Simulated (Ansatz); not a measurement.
Mulliken charges of `O[SiH2][CH]1[O][GaH]1` from ωB97M-V/def2-TZVPP in Ansatz (PBE0-D4/def2-TZVP geometry).

| atom | x (Å) | y (Å) | z (Å) | charge (e) |
| --- | --- | --- | --- | --- |
| O1 | -1.015 | 0.929 | 0.148 | -0.355 |
| Si2 | -0.060 | -0.064 | 1.200 | 0.345 |
| C3 | 0.999 | -0.743 | -0.124 | -0.122 |
| O4 | 0.146 | -1.365 | -1.116 | -0.468 |
| Ga5 | 0.297 | 0.449 | -1.493 | 0.277 |
| H6 | -1.961 | 0.760 | 0.134 | 0.192 |
| H7 | 0.608 | 0.834 | 2.176 | -0.042 |
| H8 | -1.062 | -0.932 | 1.877 | -0.032 |
| H9 | 2.013 | -1.125 | -0.036 | 0.116 |
| H10 | 0.034 | 1.257 | -2.765 | 0.089 |

Question: By hand: the dipole of these point charges (1 e Å = 4.8032 D).

Answer: Σ q r = (0.100, 0.624, 0.109) e Å, of length 0.641 e Å = 3.08 D.

Question: How does the dipole of the full density compare? (An estimate is asked.)

Answer: The calculation gave: (-0.221, 0.481, 0.128) e Å, 2.62 D; the point charges give 1.18 times that, at 33° from its direction.

Point charges leave out the atoms' own dipoles, such as those of lone pairs, and Mulliken's split depends on the basis, so the two needn't agree.
